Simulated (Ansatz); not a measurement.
Ansatz (an electronic-structure program) input (B3LYP-D3(BJ)/def2-TZVP):

Ansatz 0.2 input:
```yaml
crystal:
  periodic: [false, false, false]
  atoms:
    - {symbol: C, position_ang: [1.52217774, 0.20901470, 0.40248177]}
    - {symbol: C, position_ang: [1.19154150, 0.85501082, -0.76224946]}
    - {symbol: O, position_ang: [-0.09779250, 0.65239107, -1.08288994]}
    - {symbol: C, position_ang: [-0.64030644, -0.14757004, -0.11052846]}
    - {symbol: C, position_ang: [0.36667708, -0.43915603, 0.83777773]}
    - {symbol: C, position_ang: [-1.94977831, -0.52713640, -0.16538688]}
    - {symbol: H, position_ang: [2.48389954, 0.21062415, 0.87521351]}
    - {symbol: H, position_ang: [1.77047463, 1.46677288, -1.42583815]}
    - {symbol: H, position_ang: [0.24085017, -1.04294814, 1.71231473]}
    - {symbol: H, position_ang: [-2.58341335, -0.20573243, -0.96967732]}
    - {symbol: H, position_ang: [-2.36294111, -1.15337378, 0.59990953]}
basis:
  gaussian:
    orbitals: def2-TZVP
hamiltonian:
  xc: b3lyp
  dispersion: d3bj
magnetization: {spin_polarized: true, initial_magnetization: 1}
relax: {f_tol: 0.002, max_steps: 150}
```

Output:

```
Functional definition: B3LYP
integrals: 0.13 GiB planned
1271 factors; their error is unknown
mean field: 1.67 GiB planned
mean field evaluation 1: about -7305.0542 eV, gradient 4.5e1 eV
mean field evaluation 2: about -7302.0146 eV, gradient 5.0e1 eV
mean field evaluation 4: about -7314.4767 eV, gradient 4.8e0 eV
mean field evaluation 8: about -7314.5875 eV, gradient 2.1e-1 eV
mean field evaluation 16: about -7314.5771 eV, gradient 6.7e-3 eV
mean field -7314.57712896 eV, -268.8057514908 hartree, gradient 5.2e-5 eV, S^2 0.776981; 0 other end points of the search recorded, 0 dependent functions left out
the calculation of the forces begins
reference -7314.57738159 eV, -268.8057607750 hartree; 22, 21 occupied and 194, 195 virtual orbitals, 1271 factors
relax step   1: F+E_penalty+E_count = -7314.98338367 eV  Δ(F+E_penalty+E_count) = +0.000e0 eV  max|allowed force component| = 7.339e-1 eV/Å  Δτ_max = 0.0000 Å  (38 SCF iters, accepted)
these checks for a lower state are left out or cut short: starts, cluster_reference, orbital_swaps, neighbouring_geometries, increment
integrals: 0.13 GiB planned
1271 factors; their error is unknown
mean field: 1.67 GiB planned
mean field -7314.59297196 eV, -268.8063337103 hartree, gradient 2.1e-5 eV, S^2 0.777158; 0 other end points of the search recorded, 0 dependent functions left out
the calculation of the forces begins
reference -7314.59322510 eV, -268.8063430129 hartree; 22, 21 occupied and 194, 195 virtual orbitals, 1271 factors
relax step   2: F+E_penalty+E_count = -7314.99959297 eV  Δ(F+E_penalty+E_count) = -1.621e-2 eV  max|allowed force component| = 4.187e-1 eV/Å  Δτ_max = 0.0135 Å  (40 SCF iters, accepted)
these checks for a lower state are left out or cut short: starts, cluster_reference, orbital_swaps, neighbouring_geometries, increment
integrals: 0.13 GiB planned
1271 factors; their error is unknown
mean field: 1.67 GiB planned
mean field evaluation 32: about -7314.5972 eV, gradient 4.3e-1 eV
mean field -7314.59771299 eV, -268.8065079400 hartree, gradient 2.1e-5 eV, S^2 0.777155; 0 other end points of the search recorded, 0 dependent functions left out
the calculation of the forces begins
reference -7314.59796640 eV, -268.8065172528 hartree; 22, 21 occupied and 194, 195 virtual orbitals, 1271 factors
relax step   3: F+E_penalty+E_count = -7315.00449504 eV  Δ(F+E_penalty+E_count) = -4.902e-3 eV  max|allowed force component| = 7.969e-2 eV/Å  Δτ_max = 0.0118 Å  (40 SCF iters, accepted)
these checks for a lower state are left out or cut short: starts, cluster_reference, orbital_swaps, neighbouring_geometries, increment
integrals: 0.13 GiB planned
1271 factors; their error is unknown
mean field: 1.67 GiB planned
mean field -7314.59801742 eV, -268.8065191275 hartree, gradient 1.1e-5 eV, S^2 0.777067; 0 other end points of the search recorded, 0 dependent functions left out
the calculation of the forces begins
reference -7314.59827082 eV, -268.8065284398 hartree; 22, 21 occupied and 194, 195 virtual orbitals, 1271 factors
relax step   4: F+E_penalty+E_count = -7315.00479534 eV  Δ(F+E_penalty+E_count) = -3.003e-4 eV  max|allowed force component| = 1.420e-2 eV/Å  Δτ_max = 0.0051 Å  (40 SCF iters, accepted)
these checks for a lower state are left out or cut short: starts, cluster_reference, orbital_swaps, neighbouring_geometries, increment
integrals: 0.13 GiB planned
1271 factors; their error is unknown
mean field: 1.67 GiB planned
mean field -7314.59810153 eV, -268.8065222185 hartree, gradient 1.1e-5 eV, S^2 0.777027; 0 other end points of the search recorded, 0 dependent functions left out
the calculation of the forces begins
reference -7314.59835491 eV, -268.8065315303 hartree; 22, 21 occupied and 194, 195 virtual orbitals, 1271 factors
relax step   5: F+E_penalty+E_count = -7315.00485409 eV  Δ(F+E_penalty+E_count) = -5.875e-5 eV  max|allowed force component| = 7.651e-3 eV/Å  Δτ_max = 0.0048 Å  (40 SCF iters, accepted)
these checks for a lower state are left out or cut short: starts, cluster_reference, orbital_swaps, neighbouring_geometries, increment
integrals: 0.13 GiB planned
1271 factors; their error is unknown
mean field: 1.67 GiB planned
mean field -7314.59810007 eV, -268.8065221650 hartree, gradient 1.1e-5 eV, S^2 0.777032; 0 other end points of the search recorded, 0 dependent functions left out
the calculation of the forces begins
reference -7314.59835346 eV, -268.8065314768 hartree; 22, 21 occupied and 194, 195 virtual orbitals, 1271 factors
relax step   6: F+E_penalty+E_count = -7315.00485651 eV  Δ(F+E_penalty+E_count) = -2.422e-6 eV  max|allowed force component| = 4.557e-3 eV/Å  Δτ_max = 0.0006 Å  (40 SCF iters, accepted)
these checks for a lower state are left out or cut short: starts, cluster_reference, orbital_swaps, neighbouring_geometries, increment
integrals: 0.13 GiB planned
1271 factors; their error is unknown
mean field: 1.67 GiB planned
mean field evaluation 64: about -7314.5981 eV, gradient 1.1e-5 eV
mean field -7314.59809615 eV, -268.8065220207 hartree, gradient 1.1e-5 eV, S^2 0.777029; 0 other end points of the search recorded, 0 dependent functions left out
the calculation of the forces begins
reference -7314.59834953 eV, -268.8065313325 hartree; 22, 21 occupied and 194, 195 virtual orbitals, 1271 factors
relax step   7: F+E_penalty+E_count = -7315.00485713 eV  Δ(F+E_penalty+E_count) = -6.114e-7 eV  max|allowed force component| = 7.479e-4 eV/Å  Δτ_max = 0.0002 Å  (39 SCF iters, accepted)
integrals: 0.13 GiB planned
1271 factors; their error is unknown
mean field: 1.67 GiB planned
mean field -7314.59809615 eV, -268.8065220207 hartree, gradient 1.1e-5 eV, S^2 0.777029; 1 other end points of the search recorded, 0 dependent functions left out
the calculation of the forces begins
reference -7314.59834953 eV, -268.8065313325 hartree; 22, 21 occupied and 194, 195 virtual orbitals, 1271 factors
Total energy: -7315.00511051 eV, -268.8214795228 hartree
Atom 0 at     1.532892     0.213277     0.400810 Å, force     0.000748    -0.000013     0.000118 eV/Å
Atom 1 at     1.201899     0.857219    -0.759885 Å, force    -0.000717    -0.000089     0.000141 eV/Å
Atom 2 at    -0.101928     0.646478    -1.074576 Å, force     0.000059    -0.000068    -0.000175 eV/Å
Atom 3 at    -0.644783    -0.162817    -0.087510 Å, force    -0.000103     0.000140    -0.000047 eV/Å
Atom 4 at     0.370741    -0.441945     0.844516 Å, force     0.000107     0.000139    -0.000094 eV/Å
Atom 5 at    -1.961843    -0.527352    -0.170389 Å, force    -0.000373     0.000007    -0.000245 eV/Å
Atom 6 at     2.502049     0.217675     0.870685 Å, force    -0.000021    -0.000097     0.000112 eV/Å
Atom 7 at     1.761294     1.474159    -1.440760 Å, force     0.000082    -0.000034     0.000094 eV/Å
Atom 8 at     0.252777    -1.048393     1.726238 Å, force     0.000170     0.000046     0.000042 eV/Å
Atom 9 at    -2.578730    -0.193977    -0.990398 Å, force    -0.000014    -0.000056     0.000092 eV/Å
Atom 10 at    -2.392979    -1.156428     0.592397 Å, force     0.000062     0.000027    -0.000038 eV/Å
Dipole moment:     0.182235    -0.023053     0.125355 e Å
```

It need not be the lowest isomer of its formula.
